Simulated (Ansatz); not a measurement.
Consider the ligand exchange at the Si–C bond: `F[CH]([SiH3])[ZnH]` + `O=C(O)[SeH]` → `O=C([SeH])O[SiH3]` + `F[CH2][ZnH]`.

Isolated molecules relaxed with PBE0-D4/def2-TZVP in Ansatz; ΔE leaves out vibrations. CCSD(T)/CBS is the MP2 limit (def2-TZVPP, def2-QZVPP) plus CCSD(T) − MP2 in def2-TZVPP, frozen cores. Functionals use def2-TZVPP. B3LYP here is the variant with VWN-RPA as its local correlation; programs differ in this. For Se, Zn outer-core shells are correlated without core-valence functions, which leaves a few kJ/mol of doubt a bond. Scalar relativity is left out up to krypton. Each species was taken in one conformer, which may not be the lowest.

```
             level  ΔE (kJ/mol)  difference from CCSD(T)/CBS
            PBE-D4        -70.8                         16.8
         r2SCAN-D4        -80.9                          6.7
          B3LYP-D4        -86.9                          0.7
           ωB97X-V        -85.4                          2.2
           ωB97M-V        -84.7                          2.9
            B2PLYP        -89.6                         -2.0
               PBE        -70.7                         16.9
            r2SCAN        -80.7                          6.9
              PBE0        -76.4                         11.2
    MP2/def2-TZVPP        -91.3                         -3.7
SCS-MP2/def2-TZVPP        -94.3                         -6.7
CCSD(T)/def2-TZVPP        -88.3                         -0.7
     HF/def2-QZVPP       -105.7                        -18.1
    MP2/def2-QZVPP        -91.4                         -3.8
      HF/CBS(def2)       -105.9                        -18.3
     MP2/CBS(def2)        -90.5                         -2.9
       CCSD(T)/CBS        -87.6                            0
```

Largest T1 diagnostic among the species: 0.015.

In def2-TZVPP, CCSD(T) changes the Hartree–Fock value by +15.7 kJ/mol (the triples alone add +2.3 kJ/mol) and MP2 by +12.8 kJ/mol. From PBE to PBE0 (25 % exact exchange), in def2-TZVPP and without D4, ΔE moves by −5.7 kJ/mol.
